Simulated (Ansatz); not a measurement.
**A rate constant, worked out**

An elementary step of BNH4Cl2O, closed shell (BHCl₂O ([OH][B]([Cl])[Cl]) + NH₃ → BNH₂Cl₂ ([NH2][B]([Cl])[Cl]) + H₂O; B–O, H–N broken or loosened, B–N, O–H formed or tightened). The start structure is the complex of the reactants, bound by 0.82 eV, and the electronic barrier above it is 1.454 eV by CCSD(T) at an estimated basis limit (MP2 extrapolated from triple and quadruple zeta, plus CCSD(T) − MP2 in triple zeta). Program: Ansatz 0.2.0. Basis: def2-TZVPP and def2-QZVPP. Cores are frozen in the correlated methods. Extrapolation: Hartree–Fock as exp(−7.88 √X), correlation as X^−2.97. Harmonic wavenumbers at PBE0-D4/def2-TZVP (Ansatz 0.2.0), in cm⁻¹:

Start: 161, 185, 218, 274, 311, 364, 373, 515, 644, 753, 881, 970, 1081, 1202, 1356, 1636, 1637, 3466, 3577, 3596, 3922.

Saddle: 1220i, 224, 237, 265, 354, 361, 447, 598, 685, 742, 787, 909, 915, 1029, 1094, 1497, 1590, 2018, 3563, 3655, 3840.

(1) Work out the transition-state-theory rate constant at 900 K from these numbers alone (harmonic vibrations; rotation, path degeneracy and anharmonicity left out), and the Wigner tunnelling factor. Use 1 cm⁻¹ = 1.2398 × 10⁻⁴ eV and k_B = 8.617 × 10⁻⁵ eV/K.

T1 diagnostic: at most 0.011.

Answers

(1) Zero-point energies, half the sums: start 27122/2 cm⁻¹ = 1.6813 eV; saddle, real modes only, 24810/2 cm⁻¹ = 1.5380 eV.
Barrier with zero-point energy: 1.454 + 1.5380 − 1.6813 = 1.3107 eV.
k_BT = 0.07756 eV, so the barrier is 16.90 k_BT.
Vibrational partition functions from the zero-point level, ln q = −Σ ln(1 − exp(−hν/k_BT)): start 10.196, saddle 8.507.
k = (k_BT/h) exp(ln q‡ − ln q) exp(−E0/k_BT), with log₁₀(k_BT/h in s⁻¹) = 13.27: log₁₀ k = 13.27 + (-1.689 − 16.90)/2.3026 = 5.20, so k ≈ 2 × 10^(5) s⁻¹.
Wigner factor: 1 + (hν‡/k_BT)²/24 = 1 + (1.95)²/24 = 1.16. A change of 1 kcal/mol (0.043 eV) in the barrier would change k by a factor of 1.7 at this temperature.

Labels in which every atom is bracketed show which atoms are joined, not bond orders.

For scale, one of the runs: CCSD(T)/def2-TZVPP, 233 basis functions, launched by `ansatz run in.yaml --threads 4 --pin off --events-out ev --progress --plain --max-ram 9574MiB`. Hardware: 4 CPU threads of an Arm Neoverse V1, shared host. Wall time 2.2 min; peak host memory 4.1 GiB.
